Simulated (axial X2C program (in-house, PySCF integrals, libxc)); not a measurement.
How long does BaO⁺ take?

A bond scan computed with an axial X2C code built on PySCF integrals. Basis: Ba dyall-cv3z [14s14p9d5f1g], O dyall-av3z [7s6p3d2f] (cores contracted in-house).

Input:
```json
{
 "zs": [
  56,
  8
 ],
 "q": 1,
 "bas": [
  "dyall-cv3z",
  "dyall-av3z"
 ],
 "levels": [
  "PBE0",
  "HF",
  "TPSS"
 ],
 "cc": true,
 "r0": 2.18,
 "thr": -2.0,
 "nmax": 90,
 "npts": 10,
 "nst": 2,
 "ntry": 6
}
```
```bash
python so2c.py task.json out
```

Keys: zs atomic numbers; q charge; bas basis sets; levels methods; cc coupled cluster on or off; r0 starting distance in Å; thr threshold in hartree for freezing inner shells (an s shell follows its p shell); nmax most natural virtual spinors; npts points on the curve; nst determinants followed; ntry starts of the search. HF also brings MP2.

Hardware: 1 thread of Arm Neoverse V1, with other jobs on the host.

Wall time of one point of each curve, integrals apart:

```
Hamiltonian                                level  points  seconds a point
  spin-free                                 PBE0      10             0.87
  spin-free                                   HF      10             0.54
  spin-free  CCSD(T) (15 electrons, 90 virtuals)       7              7.3
  spin-free                                 TPSS      10              1.1
         2c                                 PBE0      10              1.2
         2c                                   HF      10              1.3
         2c  CCSD(T) (15 electrons, 90 virtuals)       7                9
         2c                                 TPSS      10              1.2
```

The rest:

Search with its distance optimisation 38 s, atoms 34 s, whole task 260 s. Coupled cluster runs on the points near the minimum only. The program drops outer points, and coupled cluster, when its time limit (not in the input) nears; MP2, further determinants and curves that did not converge are not in the table.
